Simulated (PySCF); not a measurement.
Si(F)2(OH)(SMe) (CH4F2OSSi), SMILES F[Si](F)(SC)O.

Geometry optimised at B3LYP-D3(BJ)/def2-SVP. This is a generated structure with no PubChem entry under its InChIKey; it may be hypothetical. Other conformers were not sampled.

Level of theory: PySCF with r2SCAN/def2-TZVP.

Isolated molecule, no solvent.

Computed frontier levels, gap, dipole moment and polarisability:
```
Item                                                                                                           Result
---------------------------------------------------------------------------------------------  ----------------------
highest occupied level                                                                                       -6.57 eV
lowest empty level                                                                                           -0.71 eV
orbital gap                                                                                                   5.86 eV
dipole moment                                                                                                  2.75 D
quadrupole, principal values (traceless, Buckingham form, about the centre of nuclear charge)  -7.94, -0.02, 7.96 D·Å
mean static polarisability                                                                       55.7 bohr³ (8.25 Å³)
polarisability, principal values                                                               45.8, 55.4, 65.8 bohr³
```
